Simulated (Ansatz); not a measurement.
`CC[CH2][SnH3]` + `[SiH3]SS` → `CCSS[SiH3]` + `[CH3][SnH3]`  (substitution at a C–C bond)

Calculated with Ansatz (gas phase, PBE0-D4/def2-TZVP geometries, no zero-point term in ΔE). CBS: MP2 limit from def2 TZ/QZ plus the TZ coupled-cluster correction, frozen cores. DFT in def2-TZVPP. def2 core potentials past Kr. For Sn outer-core shells are correlated without core-valence functions, which leaves a few kJ/mol of doubt a bond. Each species was taken in one conformer, which may not be the lowest.

```json
{"level": "PBE-D4", "ΔE (kcal/mol)": "-6.2"}
{"level": "B2PLYP", "ΔE (kcal/mol)": "-5.0"}
{"level": "PBE", "ΔE (kcal/mol)": "-5.5"}
{"level": "r2SCAN", "ΔE (kcal/mol)": "-5.9"}
{"level": "PBE0", "ΔE (kcal/mol)": "-5.0"}
{"level": "HF/def2-QZVPP", "ΔE (kcal/mol)": "-3.2"}
{"level": "HF/CBS(def2)", "ΔE (kcal/mol)": "-3.2"}
{"level": "MP2/CBS(def2)", "ΔE (kcal/mol)": "-6.0"}
```

**Question.** What does CCSD(T)/CBS give? (An estimate is asked.)

**Answer.** The calculation gave: -4.9 kcal/mol. The listed levels differ from it by -1.3, -0.1, -0.6, -1.0, -0.1, 1.7, 1.7, -1.1 kcal/mol.

Largest T1 diagnostic among the species: 0.012.

The D4 term adds −1.1 kcal/mol with B3LYP and −0.6 kcal/mol with PBE0; it sums over pairs of atoms, weighted by their polarisabilities, and B3LYP, whose exchange is more repulsive, gets the larger term. In def2-TZVPP, CCSD(T) changes the Hartree–Fock value by −1.1 kcal/mol (the triples alone add −0.7 kcal/mol) and MP2 by −2.1 kcal/mol.

B3LYP here is the variant with VWN-RPA as its local correlation; programs differ in this.
